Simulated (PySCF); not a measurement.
C6H10O4.
Numbering: `[CH3:1][O:2][C@@H:3]1[CH2:4][C:5](=[O:6])[C@@H:7]([O:8][CH3:9])[O:10]1` (hydrogens: H11, H12, H13 on C1; H14 on C3; H15, H16 on C4; H17 on C7; H18, H19, H20 on C9)

Level of theory: PBE0-D3(BJ)/def2-SVP geometry optimisation, gas phase in PySCF 2.14.0.

(1) List the bond lengths, angles and torsions at this level.

Results:

(1) 
| bond | length (pm) |
| --- | --- |
| C1–O2 | 140.3 |
| O2–C3 | 138.6 |
| C3–C4 | 151.5 |
| C4–C5 | 151.0 |
| C5=O6 | 119.6 |
| C5–C7 | 153.8 |
| C7–O8 | 137.6 |
| O8–C9 | 140.4 |
| C7–O10 | 140.7 |
| C3–O10 | 141.5 |
| C1–H11, C1–H12, C1–H13 | 110.2 |
| C3–H14 | 110.6 |
| C4–H15 | 110.2 |
| C4–H16 | 109.6 |
| C7–H17 | 110.9 |
| C9–H18, C9–H19, C9–H20 | 110.2 |

Bonds in one row agree within 1 pm and their mean is given. A selection of angles:
| angle | degrees |
| --- | --- |
| C1–O2–C3 | 114.2 |
| O2–C3–C4 | 107.3 |
| O2–C3–O10 | 111.6 |
| C4–C3–O10 | 105.7 |
| C3–C4–C5 | 101.1 |
| C4–C5–O6 | 129.0 |
| C4–C5–C7 | 105.7 |
| O6–C5–C7 | 125.3 |
| C5–C7–O8 | 107.5 |
| C5–C7–O10 | 105.2 |
| O8–C7–O10 | 111.6 |
| C7–O8–C9 | 114.0 |
| C3–O10–C7 | 111.1 |

Torsions: C1–O2–C3–C4 179° (antiperiplanar); O2–C3–C4–C5 -86° (synclinal); C3–C4–C5–O6 153° (antiperiplanar); C4–C5–C7–O8 -107° (anticlinal); C5–C7–O8–C9 -177° (antiperiplanar); C5–C7–O10–C3 10° (synperiplanar); O2–C3–O10–C7 88° (synclinal).

Of the pairs four or more bonds apart, O10···H13 is among the closest relative to their van der Waals radii: 2.55 Å, 94 % of the sum of Bondi's values. The 3 C–C bonds span 1.510 Å (C4–C5, drawn single) to 1.538 Å (C5–C7, drawn single), a spread of 0.028 Å. The 7 C–O bonds span 1.196 Å (C5=O6, drawn double) to 1.415 Å (C3–O10, drawn single), a spread of 0.219 Å. The 5-membered ring C3–C4–C5–C7–O10 has internal angles of 101.1° to 111.1°; it is puckered, 0.14 Å rms from its mean plane, widest ring torsion 34°.

Point group: C1 (no symmetry element, even within 0.4 Å). Whether it is a minimum is left open (no frequencies). One conformer, not necessarily the lowest.
